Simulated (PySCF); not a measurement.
Vertical excitations of a molecule C₄F₆ from TDA-ωB97X/def2-SVPD (PySCF 2.14.0), as energy in eV (oscillator strength): 6.16 (0.000), 6.44 (0.000), 6.44 (0.000), 9.60 (0.090), 9.60 (0.090), 10.42 (0.000). Lowest triplet (TDA): 4.95 eV. Geometry: PBE-D3(BJ)/def2-SVP. The values are those of a single conformer.

Q: Which structure fits?
A) FC(F)(F)C#CC(F)(F)F
B) FC(F)=C(F)C(F)=C(F)F
C) FC1=C(F)C(F)(F)C1(F)F

A: A, FC(F)(F)C#CC(F)(F)F
